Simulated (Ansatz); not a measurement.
Saddle point of CH3BrCl (charge -1), closed shell ([CH₃Cl ([CH3][Cl]) + Br]⁻ → [CH₃Br ([CH3][Br]) + Cl]⁻; bonds formed: C2–Br3; bonds broken: Cl1–C2), PBE0-D4/def2-TZVPD structure:

Cl1  (-2.244, -0.543, 0.449)
C2  (0.009, 0.002, -0.002)
Br3  (2.300, 0.556, -0.460)
H4  (-0.131, -0.379, -0.994)
H5  (-0.229, 1.025, 0.216)
H6  (0.294, -0.661, 0.791)
(Å)

Energies are electronic, without zero-point energy. Barriers and step energies count from the start structure reached by relaxing down the imaginary mode; all methods use the PBE0-D4 structures, on which another method's saddle can fall below an end. Computed with Ansatz 0.2.0 (basis: def2-TZVPPD, with def2-QZVPPD for the basis limit); correlated methods freeze the cores. Filled d shells of the heavier atoms are correlated. The def2 sets are not built for correlating such inner shells, so the correlated values are less sure here. B3LYP uses VWN-RPA correlation. Extrapolation: Hartree–Fock as exp(−7.88 √X), correlation as X^−2.97.

```json
{"method": "SPW92", "barrier (kJ/mol)": "37.2", "step energy (kJ/mol)": "24.9"}
{"method": "PBE-D4", "barrier (kJ/mol)": "36.9", "step energy (kJ/mol)": "23.1"}
{"method": "BLYP-D4", "barrier (kJ/mol)": "29.3", "step energy (kJ/mol)": "20.4"}
{"method": "r2SCAN-D4", "barrier (kJ/mol)": "42.6", "step energy (kJ/mol)": "25.6"}
{"method": "B97M-V", "barrier (kJ/mol)": "52.8", "step energy (kJ/mol)": "22.2"}
{"method": "PBE0-D4", "barrier (kJ/mol)": "55.7", "step energy (kJ/mol)": "28.3"}
{"method": "B3LYP-D4", "barrier (kJ/mol)": "45.9", "step energy (kJ/mol)": "25.2"}
{"method": "r2SCAN0-D4", "barrier (kJ/mol)": "57.9", "step energy (kJ/mol)": "29.5"}
{"method": "BHLYP-D4", "barrier (kJ/mol)": "?", "step energy (kJ/mol)": "30.3"}
{"method": "CAM-B3LYP-D4", "barrier (kJ/mol)": "?", "step energy (kJ/mol)": "28.4"}
{"method": "wB97X-V", "barrier (kJ/mol)": "72.8", "step energy (kJ/mol)": "29.5"}
{"method": "wB97M-V", "barrier (kJ/mol)": "67.0", "step energy (kJ/mol)": "28.6"}
{"method": "B2PLYP", "barrier (kJ/mol)": "54.6", "step energy (kJ/mol)": "25.9"}
{"method": "PBE-QIDH", "barrier (kJ/mol)": "68.0", "step energy (kJ/mol)": "29.3"}
{"method": "RPA on PBE", "barrier (kJ/mol)": "52.5", "step energy (kJ/mol)": "22.8"}
{"method": "HF", "barrier (kJ/mol)": "?", "step energy (kJ/mol)": "37.7"}
{"method": "MP2", "barrier (kJ/mol)": "69.7", "step energy (kJ/mol)": "24.0"}
{"method": "CCSD", "barrier (kJ/mol)": "72.1", "step energy (kJ/mol)": "26.3"}
{"method": "CCSD(T)", "barrier (kJ/mol)": "63.7", "step energy (kJ/mol)": "24.5"}
```

(1) Fill in the withheld barriers. (To be estimated.)

The T1 diagnostic stays at or below 0.015.

Answers

(1) By the calculation: CAM-B3LYP-D4 63.1; HF 84.3; BHLYP-D4 64.2 kJ/mol. Each is the energy of the saddle less that of the start structure, by the same method.

For comparison, the barrier by CCSD(T) at an estimated basis limit (MP2 extrapolated from triple and quadruple zeta, plus CCSD(T) − MP2 in triple zeta) is 64.5 kJ/mol.

Labels in which every atom is bracketed show which atoms are joined, not bond orders.

For scale, one of the runs: CCSD(T)/def2-TZVPPD, 196 basis functions, launched by `ansatz run in.yaml --threads 4 --pin off --events-out ev --progress --plain --max-ram 9574MiB`. Time: 45 s of wall clock on 4 CPU threads of an Arm Neoverse V2; the host was shared. Peak host memory: 2.3 GiB.
